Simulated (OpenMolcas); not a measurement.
Computed levels of 4f¹¹ in ions with 65 electrons, in cm-1 above ⁴I°_15/2.

```json
{
 "Program": "OpenMolcas",
 "Method": "CASSCF",
 "Basis": "ANO-R2",
 "Scalar Hamiltonian": "X2C, finite nucleus",
 "Spin-orbit coupling": "RASSI with atomic mean-field integrals over the reference wave functions, term energies averaged over their components"
}
```

Active space for each ion: 11 electrons in 7 orbitals (4f).

| Level | Ho2+ | Tm4+ |
| --- | --- | --- |
| ⁴I°_13/2 | 5547 | 7698 |
| ⁴I°_11/2 | 9088 | 12212 |
| ⁴I°_9/2 | 11609 | 15235 |
| ⁴F°_9/2 | 17370 | 20717 |
| ²H°_11/2(1) | 20364 | 24969 |
| ⁴S°_3/2 | 21434 | 25665 |
| ⁴F°_7/2 | 22650 | 27780 |
| ⁴F°_5/2 | 24490 | 30065 |
| ⁴F°_3/2 | 24805 | 30343 |

**Question.** Estimate ⁴I°_9/2, ⁴F°_9/2, ²H°_11/2(1) for Er3+ from its neighbours Ho2+ and Tm4+.

**Answer.** ⁴I°_9/2 is fine structure, which grows about as the fourth power of a screened charge, so the fourth roots are averaged: ((11609^0.25 + 15235^0.25) / 2)^4 = 13330. The calculation gives 13418, so the estimate is off by -0.7 %; the measured value is 12469 (the list in Tchang-Brillet, Wyart, Meftah and Ait Mammar, Atoms 6, 52 (2018)).
⁴F°_9/2 is another term, which grows about linearly with the charge: (17370 + 20717) / 2 = 19044. The calculation gives 19072, so the estimate is off by -0.1 %; the measured value is 15405 (the list in Tchang-Brillet, Wyart, Meftah and Ait Mammar, Atoms 6, 52 (2018)).
²H°_11/2(1) is another term, which grows about linearly with the charge: (20364 + 24969) / 2 = 22666. The calculation gives 22694, so the estimate is off by -0.1 %; the measured value is 19332 (the list in Tchang-Brillet, Wyart, Meftah and Ait Mammar, Atoms 6, 52 (2018)).

Mixed levels, with the weight of the term that names them: Ho2+ ⁴F°_9/2 (64 %), Ho2+ ⁴F°_3/2 (72 %), Er3+ ⁴F°_9/2 (63 %), Er3+ ²H°_11/2(1) (74 %), Er3+ ⁴S°_3/2 (75 %), Er3+ ⁴F°_3/2 (68 %), Tm4+ ⁴I°_9/2 (68 %), Tm4+ ⁴F°_9/2 (61 %), Tm4+ ²H°_11/2(1) (69 %), Tm4+ ⁴S°_3/2 (70 %), Tm4+ ⁴F°_3/2 (64 %).

High states are left out of the spin-orbit mixing, which shifts the levels that they would mix with. Without dynamic correlation excited terms often stand tens of per cent too high (terms of higher spin than the ground term too low), and those without a measured partner can miss by more than the paired ones. Some levels mix across a computed gap that differs much from the measured one, so their mixing is not that of the real levels (holds for Ho2+; Er3+). Computed and measured levels are paired by configuration, term and J; levels that our copy of the source lacks, or whose pairing is in doubt (as where it misses far off the trend of its configuration), stay unpaired and out of the deviations. Levels of configurations outside the active space are missing.

A number in round brackets counts repeated terms of one configuration in the order of the reference energies. ° marks odd parity.
